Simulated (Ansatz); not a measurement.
Consider the redistribution: orthosilicic acid + `O[SiH2]C[SiH](O)Cl` → `O[SiH](Cl)[Si](O)(O)O` + `OC[SiH2]O`.

Program: Ansatz. Geometries: PBE0-D4/def2-TZVP. ΔE: electronic, gas phase. CBS: MP2 limit from def2 TZ/QZ plus the TZ coupled-cluster correction, frozen cores. This one scheme is used for every species. DFT in def2-TZVPP. One conformer a species, not always the lowest.

| level | ΔE (kcal/mol) |
| --- | --- |
| PBE-D4 | 60.0 |
| r2SCAN-D4 | 67.4 |

(1) What does CCSD(T)/CBS give? (An estimate is asked.)

Largest T1 diagnostic among the species: 0.012.

Results:

(1) Computed: +68.7 kcal/mol. The listed levels differ from it by -8.7, -1.3 kcal/mol.

The D4 term adds +1.2 kcal/mol with B3LYP and +0.6 kcal/mol with PBE0; it sums over pairs of atoms, weighted by their polarisabilities, and B3LYP, whose exchange is more repulsive, gets the larger term. From PBE to PBE0 (25 % exact exchange), in def2-TZVPP and without D4, ΔE moves by +4.4 kcal/mol.

B3LYP here is the variant with VWN-RPA as its local correlation; programs differ in this.
